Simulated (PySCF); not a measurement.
Basis-set dependence of BeN⁺ at r²SCAN

PySCF, UKS reference; triplet, unpaired electrons π ↑↑; De to Be⁺ + N without counterpoise correction.

| basis | relativity | functions | Re (Å) | ωe (cm⁻¹) | De (eV) | μ (D) |
| --- | --- | --- | --- | --- | --- | --- |
| 3-21G | no relativity | 18 | 1.693 | 781 | 1.86 | -6.28 |
| x2c-SVPall | spin-free X2C | 23 | 1.626 | 800 | 1.80 | -7.35 |
| def2-SVPD | no relativity | 32 | 1.621 | 841 | 1.92 | -7.31 |

Task: How does each smaller set differ from the one with most functions, def2-SVPD?

Result: 3-21G: +7.2 pm, -7.1 % in ωe, -0.06 eV in De; x2c-SVPall: +0.5 pm, -4.9 % in ωe, -0.12 eV in De. All at r²SCAN; the set with most functions is neither the basis-set limit nor always the best. The rows treat relativity differently, so the differences are not basis effects alone.

A positive dipole points towards N; it is taken about the centre of mass and depends on that origin. For an ion De counts to the pair picked by the measured ionisation energies or electron affinities, which need not be the lowest pair at this level. 3-21G is very small, so such numbers show the basis as much as the molecule. The state is the lowest determinant that a PBE0 search found; another state may lie lower at other levels.
